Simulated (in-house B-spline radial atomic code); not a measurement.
## Solving the quasi-particle equation for 2p up of N

Configuration [He] 2s2 2p3, highest spin, start LDA VWN5; correlation leaves out the 2 deepest shells. Computed with a B-spline radial code for spherical atoms: all electrons, non-relativistic, point nucleus, each spin shell either full or empty, empty states to l = 9 with an (l + 1/2)⁻⁴ tail; G0W0 by contour deformation at full frequency.

At the mean-field level ε = -8.404 eV the matrix elements are Σx = -25.453 eV, v_xc = -18.129 eV and Σc(ε) = 0.722 eV, and the slope of the correlation self-energy is dΣc/dω = -0.1249. The quasi-particle energy solves E = ε + Σx − v_xc + Σc(E).

Question: What does the linearised equation give?

Answer: Z = 1/(1 − dΣc/dω) = 1/1.1249 = 0.8890. The first-order shift is Σx − v_xc + Σc(ε) = -25.453 − (-18.129) + (0.722) = -6.602 eV, so E ≈ ε + Z × shift = -8.404 + 0.8890 × (-6.602) = -14.273 eV.

Question: How does that compare with the full solution and with static screening?

Answer: Solving the equation at full frequency dependence gives E = -13.941 eV, where Σc = 1.787 eV and the weight is 0.759; the linearised value is off by 332 meV; so low a weight means that a satellite takes much of the strength. Leaving Z out would give -15.006 eV. Static COHSEX puts -1.025 eV in place of Σc and gives -16.753 eV, 2.81 eV deeper. The tabulated removal energy is 14.534 eV (NIST, measured); the run leaves out relativity, Breit and QED terms.
